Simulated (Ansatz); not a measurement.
Stepwise reaction of `NB(N)N` with hydrogen, as a gas-phase model of exchange steps in deposition or etching. ΔE in kJ/mol.

Computed with Ansatz on PBE0-D4/def2-TZVP structures; ΔE is electronic, products minus reactants. CCSD(T)/CBS adds triple-zeta CCSD(T) − MP2 to the extrapolated MP2 energy (def2 sets, frozen cores). This one scheme is used for every species. DFT in def2-TZVPP. B3LYP here is the variant with VWN-RPA as its local correlation; programs differ in this. Each species was taken in one conformer, which may not be the lowest.

```tsv
step	reaction	PBE-D4	B3LYP-D4	ωB97M-V	CCSD(T)/CBS
1	`NB(N)N` + H₂ → `NBN` + NH₃	38.4	41.0	42.0	41.9
3	`BN` + H₂ → BH₃ + NH₃	144.1	136.2	135.2	130.3
```

Q: Give the row of step 2, `NBN` + H₂ → `BN` + NH₃. (Estimate.)

A: The calculation gave: 
| step | reaction | PBE-D4 | B3LYP-D4 | ωB97M-V | CCSD(T)/CBS |
| --- | --- | --- | --- | --- | --- |
| 2 | `NBN` + H₂ → `BN` + NH₃ | 71.9 | 71.0 | 70.4 | 67.9 |

Q: By hand: ΔE of the 3 steps together at CCSD(T)/CBS.

A: (41.9) + (67.9) + (130.3) = 240.1 kJ/mol, or 80.0 kJ/mol a step.

In ΔE each step is higher than the one before. All are uphill at CCSD(T)/CBS. PBE-D4 differs from CCSD(T)/CBS by -3.5 to 13.8 kJ/mol a step. Isolated molecules leave out the surface, adducts and barriers. Largest T1 diagnostic: 0.012.
